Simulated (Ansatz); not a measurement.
The cluster Ge₂Te⁺. Charge 1, multiplicity 2. Geometry PBE0-D4/def2-TZVP, that of the neutral singlet; atoms count from 1.

Cartesian coordinates in Å:
```
Ge -0.219 1.291 0.672
Ge 0.190 -1.221 0.800
Te 0.029 -0.070 -1.472
```

In the def2 sets Te takes a core potential; there is no spin–orbit coupling. The structure comes from a short search, and lower isomers may exist.

Problem. Estimate the Mulliken populations from the PBE0/def2-TZVP orbitals of Ansatz.

Solution. 
```csv
atom,charge (e),spin (α − β)
Ge1,0.44,0.55
Ge2,0.44,0.55
Te3,0.12,-0.09
```
Mulliken values and Mayer orders depend strongly on the basis.

Problem. Where does the spin sit?

Solution. Summed by element: Ge 1.09, Te -0.09, of 1 unpaired in all. Largest on single atoms: Ge1 0.55, Ge2 0.55, Te3 -0.09.

Problem. And the Mayer bond orders between bonded heavy atoms (over 0.3)?

Solution. Ge1–Ge2 0.71 (2.55 Å); Ge1–Te3 1.35 (2.55 Å); Ge2–Te3 1.35 (2.55 Å).
